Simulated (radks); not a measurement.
Task: Coherent X-ray form factor from a spherical all-electron density. Method: scalar-relativistic Kohn-Sham, PBE, spin-polarised, spherical densities, finite nucleus; Fermi nuclear charge, rms radius of each element as measured or else 0.836 A^(1/3) + 0.57 fm; computed with a radial shooting solver on a logarithmic mesh with Libxc functionals.

sin(theta)/lambda (1/angstrom)  f0 (electrons)
0.05                                    54.306
0.1                                     52.373
0.15                                    49.580
0.2                                     46.381
0.25                                    43.165
0.3                                     40.171
0.4                                     35.130
0.5                                     31.129
0.6                                     27.777
0.8                                     22.467
1                                       18.867
1.25                                    15.965
1.5                                     13.737
2                                        9.834

The species is in the configuration that NIST lists as its ground one. Which atom or ion scatters so?

Result: The cerium ion Ce3+, [Xe] 4f(up 1, down 0). Extrapolating in s^2 from the first two rows gives f0(0) = 55.0, near the electron count 55; among species with that count, the fall with angle is slower the higher Z, and the table is that of Z = 58; from so few rows the species is fixed only to a neighbour or two.
